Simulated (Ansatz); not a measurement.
Energy profile

The step: SiHCl₃ ([Cl][SiH]([Cl])[Cl]) + SiH₄O ([OH][SiH3]) → Si₂H₃Cl₃O ([SiH3][O][Si]([Cl])([Cl])[Cl]) + H₂; bonds formed: Si1–O7, H2–H6; bonds broken: Si1–H2, H6–O7 (atoms numbered as in the saddle structure below).

```tsv
atom	x (Å)	y (Å)	z (Å)
Si1	-0.1026	-1.0803	-0.9083
H2	1.3042	-1.6837	-0.2539
Cl3	0.8107	-1.0138	-2.7418
Cl4	-1.0601	-2.8136	-0.3804
Cl5	-1.7966	0.0966	-1.3538
H6	1.1901	-0.7404	0.3762
O7	0.3968	0.0587	0.3569
Si8	-0.1111	1.5185	1.0739
H9	-0.1228	2.5737	0.0429
H10	-1.4345	1.3079	1.6911
H11	0.9261	1.7765	2.0975
```

Electronic energies by CCSD(T) at an estimated basis limit (MP2 extrapolated from triple and quadruple zeta, plus CCSD(T) − MP2 in triple zeta), on PBE0-D4/def2-TZVP structures; Si2H5Cl3O, closed shell; no counterpoise correction. Computed with Ansatz 0.2.0 (basis: def2-TZVPP and def2-QZVPP); correlated methods freeze the cores. Extrapolation: Hartree–Fock as exp(−7.88 √X), correlation as X^−2.97.

Problem. Give the profile in kcal/mol, counted from the separated reactants. (Judge from chemistry; the value comes from the calculation.)

Solution. The calculation gives:
| point | kcal/mol |
| --- | --- |
| separated: SiHCl3 (linked as [Cl][SiH]([Cl])[Cl]; Si1, H2, Cl3, Cl4, Cl5; singlet) + SiH4O (linked as [OH][SiH3]; H6, O7, Si8, H9, H10, H11; singlet) | 0.00 |
| start structure | -3.60 |
| saddle | 31.93 |
| end structure | -26.37 |
| separated: Si2H3Cl3O (linked as [SiH3][O][Si]([Cl])([Cl])[Cl]; Si1, Cl3, Cl4, Cl5, O7, Si8, H9, H10, H11; singlet) + H2 (H2, H6; singlet) | -25.83 |

The T1 diagnostic stays at or below 0.011.

For scale, one of the runs: CCSD(T)/def2-TZVPP, 311 basis functions, launched by `ansatz run in.yaml --threads 4 --pin off --events-out ev --progress --plain --max-ram 66560MiB --backend cuda --devices 0, --max-vram 37GiB`. Hardware: 4 CPU threads of an AMD EPYC 7R13 and a share of one NVIDIA H100, shared host. Wall time 14 s; peak host memory 0.84 GiB.
